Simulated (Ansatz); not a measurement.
Coupled-cluster diagnostics for Be₈, Ansatz.

Geometry of the singlet (r2SCAN/def2-SVP):

```xyz
8

Be   -0.397   -0.367    1.379
Be    1.251    0.771    1.356
Be   -0.645    1.319    0.193
Be    1.517   -1.109    0.683
Be   -1.981   -0.105   -0.256
Be   -0.208   -1.216   -0.820
Be   -0.787    0.442   -1.784
Be    1.249    0.264   -0.752
```

Correlated methods freeze no core orbitals. In CCSD on the charge 0 quintet the largest single amplitude is 0.27, so its Hartree–Fock determinant may place the open shell otherwise than the density functionals do. The geometry of the singlet was relaxed on an unsound state (restricted singlet, unstable towards broken spin symmetry at other levels and untested here). The structure comes from a short search, and lower isomers may exist.

Geometry of the charge 0 triplet (r2SCAN/def2-SVP):

| atom | x (Å) | y (Å) | z (Å) |
| --- | --- | --- | --- |
| Be1 | 0.1924 | -0.4111 | -1.4003 |
| Be2 | 0.8521 | 1.5150 | -0.9578 |
| Be3 | 1.3956 | -0.1763 | 0.4330 |
| Be4 | -1.1290 | 1.1769 | -1.1301 |
| Be5 | 0.3088 | -1.9443 | 0.2505 |
| Be6 | -1.3121 | -0.6370 | 0.1969 |
| Be7 | -0.0328 | -0.7471 | 1.8378 |
| Be8 | -0.2751 | 1.2239 | 0.7700 |

Geometry of the charge 0 quintet (r2SCAN/def2-SVP):

```xyz
8

Be   -0.930    1.014   -0.648
Be   -0.048    1.511    1.217
Be    1.183    0.858   -0.421
Be   -1.523    0.082    1.201
Be    0.210   -0.307   -1.905
Be   -0.746   -1.302   -0.251
Be    1.360   -1.286   -0.513
Be    0.493   -0.571    1.321
```

(1) Estimate the CCSD(T) correlation energy, the shares of MP2 and (T), T1 and the reference's ⟨S²⟩ for: charge 0, singlet, own geometry in def2-TZVPP; charge 0, singlet, own geometry in def2-TZVPD; charge 0, triplet, own geometry in def2-TZVPP; charge 0, quintet, own geometry in def2-TZVPP; charge 1, doublet, vertical in def2-TZVPP; charge -1, doublet, vertical in def2-TZVPD; and the rough time on 4 threads of Intel Xeon 6975P-C on a shared host.

Results:

(1) 
```
                          state       basis  correlation (eV)  MP2 share (%)  (T) share (%)     T1  ⟨S²⟩ (pure)  wall time                                          remarks
charge 0, singlet, own geometry  def2-TZVPP           -19.441           87.5            6.8  0.072  0.00 (0.00)       14 s        large T1 (0.072), restricted SCF unstable
charge 0, singlet, own geometry  def2-TZVPD           -19.482           87.6            6.8  0.072  0.00 (0.00)       19 s        large T1 (0.072), restricted SCF unstable
charge 0, triplet, own geometry  def2-TZVPP           -18.752           85.6            6.3  0.055  2.56 (2.00)    1.7 min  large T1 (0.055), spin-contaminated (⟨S²⟩ 2.56)
charge 0, quintet, own geometry  def2-TZVPP           -18.349           85.9            6.2  0.056  6.29 (6.00)       95 s  large T1 (0.056), spin-contaminated (⟨S²⟩ 6.29)
    charge 1, doublet, vertical  def2-TZVPP           -17.649           83.4            5.8  0.069  2.03 (0.75)    1.7 min  large T1 (0.069), spin-contaminated (⟨S²⟩ 2.03)
   charge -1, doublet, vertical  def2-TZVPD           -19.707           86.0            6.9  0.068  1.81 (0.75)      3 min  large T1 (0.068), spin-contaminated (⟨S²⟩ 1.81)
```
Customary marks for T1 are 0.02 (closed shells), 0.045 (open shells) and about 0.05 (3d metals). T1 exceeds 0.02 in 6 of 6 rows and 0.045 in 6; the higher it lies, the less the single-reference result can be trusted.
